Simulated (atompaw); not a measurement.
## Ranking PAW (atompaw) potentials for Ti (Z = 22)

All share these settings but for the change named:

atompaw 4.2.0.5 input, output lines left out:

```
Ti 22
GGA-PBESOL loggrid 1500 logderivrange -7 5 301
4 4 3 0 0 0
4 0 0.5
4 1 0
3 2 2
0 0 0
c
c
v
v
c
v
v
v
2
1.85 1.55 1.70 1.35
n
n
y
0.2
n
custom rrkj gramschmidtortho sinc
bessel
1.30
1.85
1.50
1.85
1.85
1.85
```

Cutoff: the first of the cutoffs (Ry, on a coarse ladder) from which the occupation-weighted sum of valence levels, in a spherical-Bessel basis at the reference potential, stays within 10 and 1 mRy of its value at 400 Ry; the density cutoff is not measured.

The base gives 35 Ry.

Of 5 variants that were run, those that failed, showed a ghost or another fault, or gave nearly equal values are left out.

A variant can come out equal or close to the base.

Task: Rank these variants from softest to hardest (loose cutoff).
A. all radii scaled by about 1.14 (s 1.48, p 1.72, d 2.12 bohr); local potential bessel scheme, radius 1.94 bohr; augmentation sinc compensation charge, radius 1.78 bohr; PAW radius 2.12 bohr; waves and projectors: custom rrkj gramschmidtortho; core correction smooth core density matched at 1.54 bohr
B. all radii scaled by about 1.29 (s 1.68, p 1.94, d 2.40 bohr); local potential bessel scheme, radius 2.20 bohr; augmentation sinc compensation charge, radius 2.00 bohr; PAW radius 2.40 bohr; waves and projectors: custom rrkj gramschmidtortho; core correction smooth core density matched at 1.74 bohr
C. all radii scaled by about 0.77 (s 1.00, p 1.16, d 1.44 bohr); local potential bessel scheme, radius 1.32 bohr; augmentation sinc compensation charge, radius 1.20 bohr; PAW radius 1.44 bohr; waves and projectors: custom rrkj gramschmidtortho; core correction smooth core density matched at 1.04 bohr
D. all radii scaled by about 0.87 (s 1.14, p 1.30, d 1.60 bohr); local potential bessel scheme, radius 1.48 bohr; augmentation sinc compensation charge, radius 1.34 bohr; PAW radius 1.60 bohr; waves and projectors: custom rrkj gramschmidtortho; core correction smooth core density matched at 1.18 bohr
E. all radii scaled by about 1.06 (s 1.38, p 1.58, d 1.96 bohr); local potential bessel scheme, radius 1.80 bohr; augmentation sinc compensation charge, radius 1.64 bohr; PAW radius 1.96 bohr; waves and projectors: custom rrkj gramschmidtortho; core correction smooth core density matched at 1.42 bohr

Result: B (21 Ry), A (30 Ry), E (35 Ry), D (45 Ry), C (60 Ry).
